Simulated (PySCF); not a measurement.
hexafluoro-2-butyne (C₄F₆), SMILES FC(F)(F)C#CC(F)(F)F. Atoms are numbered in the order given.

```xyz
10

F      0.0211     1.2608     2.5604
C      0.0000     0.0000     2.0837
F     -1.1025    -0.6121     2.5604
F      1.0813    -0.6487     2.5604
C      0.0000     0.0000     0.6091
C      0.0000     0.0000    -0.6091
C      0.0000     0.0000    -2.0837
F      0.0211    -1.2608    -2.5604
F     -1.1025     0.6121    -2.5604
F      1.0813     0.6487    -2.5604
```

Coordinates come from a PBE-D3(BJ)/def2-SVP optimisation.

Level of theory: PBE-D3(BJ)/def2-SVP (PySCF).

No scaling factor is applied to the harmonic values.

Modes within 1.5 cm⁻¹ of each other (mostly degenerate sets) share a row, with their intensities summed.

Computed normal modes with their intensities:
```json
[
 {"mode": "1", "ν (cm⁻¹)": "3", "IR (km/mol)": "0.0", "moving atoms (share of kinetic energy)": "F 100 %"},
 {"mode": "2–3", "ν (cm⁻¹)": "74", "IR (km/mol)": "0.8", "moving atoms (share of kinetic energy)": "F 69 %, C 31 %"},
 {"mode": "4–5", "ν (cm⁻¹)": "188", "IR (km/mol)": "0.0", "moving atoms (share of kinetic energy)": "F 72 %, C 28 %"},
 {"mode": "6", "ν (cm⁻¹)": "286", "IR (km/mol)": "0.0", "moving atoms (share of kinetic energy)": "F 92 %"},
 {"mode": "7–8", "ν (cm⁻¹)": "416", "IR (km/mol)": "0.1", "moving atoms (share of kinetic energy)": "F 67 %, C 33 %"},
 {"mode": "9–10", "ν (cm⁻¹)": "463", "IR (km/mol)": "0.0", "moving atoms (share of kinetic energy)": "F 68 %, C 32 %"},
 {"mode": "11–12", "ν (cm⁻¹)": "586", "IR (km/mol)": "6.7", "moving atoms (share of kinetic energy)": "F 71 %, C 29 %"},
 {"mode": "13–14", "ν (cm⁻¹)": "615", "IR (km/mol)": "0.0", "moving atoms (share of kinetic energy)": "C 51 %, F 49 %"},
 {"mode": "15", "ν (cm⁻¹)": "618", "IR (km/mol)": "56.4", "moving atoms (share of kinetic energy)": "F 60 %, C 40 %"},
 {"mode": "16", "ν (cm⁻¹)": "751", "IR (km/mol)": "0.0", "moving atoms (share of kinetic energy)": "F 89 %, C 11 %"},
 {"mode": "17", "ν (cm⁻¹)": "890", "IR (km/mol)": "48.8", "moving atoms (share of kinetic energy)": "F 65 %, C 35 %"},
 {"mode": "18–19", "ν (cm⁻¹)": "1156", "IR (km/mol)": "0.0", "moving atoms (share of kinetic energy)": "C 76 %, F 24 %"},
 {"mode": "20–21", "ν (cm⁻¹)": "1168", "IR (km/mol)": "1184.5", "moving atoms (share of kinetic energy)": "C 77 %, F 23 %"},
 {"mode": "22", "ν (cm⁻¹)": "1208", "IR (km/mol)": "0.0", "moving atoms (share of kinetic energy)": "C 82 %, F 18 %"},
 {"mode": "23", "ν (cm⁻¹)": "1267", "IR (km/mol)": "938.7", "moving atoms (share of kinetic energy)": "C 95 %"},
 {"mode": "24", "ν (cm⁻¹)": "2328", "IR (km/mol)": "0.0", "moving atoms (share of kinetic energy)": "C 100 %"}
]
```
